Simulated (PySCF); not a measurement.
Two species compared at the same levels of theory.

First species: C₄H₉FO₃Si.
Cartesian coordinates in Å at the GFN2-xTB level; atoms count from 1:
```
atom  x, y, z in Å
C1     0.1279    0.2970   -1.7366
C2    -0.0912    0.1994   -0.2324
O3     1.0527    0.6310    0.5048
C4     2.1742   -0.1478    0.4116
F5     2.9217    0.1688   -0.7037
C6    -1.2431    1.1050    0.2705
O7    -1.9983    0.3895    1.1998
Si8   -1.5616   -1.1830    1.2828
O9    -0.4006   -1.1079    0.1178
H10    0.9234   -0.3779   -2.0409
H11   -0.7860    0.0140   -2.2509
H12    0.4041    1.3147   -1.9984
H13    2.8079    0.0730    1.2773
H14    1.9433   -1.2198    0.3371
H15   -0.8174    1.9878    0.7518
H16   -1.8867    1.4089   -0.5593
H17   -0.9890   -1.4772    2.5860
H18   -2.5901   -2.0692    0.7713
```

Second species: C7H13NOSi.
Numbering: `[CH3:1]/[CH:2]=[C:3](/[C:4]#[N:5])[O:6][SiH2:7][CH:8]([CH3:9])[CH3:10]` (hydrogens: H11, H12, H13 on C1; H14 on C2; H15, H16 on Si7; H17 on C8; H18, H19, H20 on C9; H21, H22, H23 on C10)

Levels: PBE0/pcSseg-1 for HOMO energy, LUMO energy and HOMO–LUMO gap. Geometries: GFN2-xTB. Each structure is a single optimised conformer of the isolated species, non-relativistic unless stated. Electronic properties by PySCF.

Dipoles, sizes and rotational constants follow the conformer. The torsions of the flexible species, by atom-mapped SMILES:
- `[CH3:1]/[CH:2]=[C:3](/[C:4]#[N:5])[O:6][SiH2:7][CH:8]([CH3:9])[CH3:10]`: C2–C3–O6–Si7 180°, C3–O6–Si7–C8 180°, O6–Si7–C8–C9 62°

The conformers of `C[C@@]1(OCF)CO[SiH2]O1` aren't listed.

Values for the first species:

```
HOMO energy   : -8.27 eV
LUMO energy   : 0.33 eV
HOMO–LUMO gap : 8.60 eV
```

Task: Estimate the same properties for the second species, and the change in each.

Result: 
| property | first | second | second less first |
| --- | --- | --- | --- |
| HOMO energy | -8.27 eV | -7.19 eV | +1.08 eV |
| LUMO energy | 0.33 eV | -1.04 eV | -1.37 eV |
| HOMO–LUMO gap | 8.60 eV | 6.15 eV | -2.45 eV |

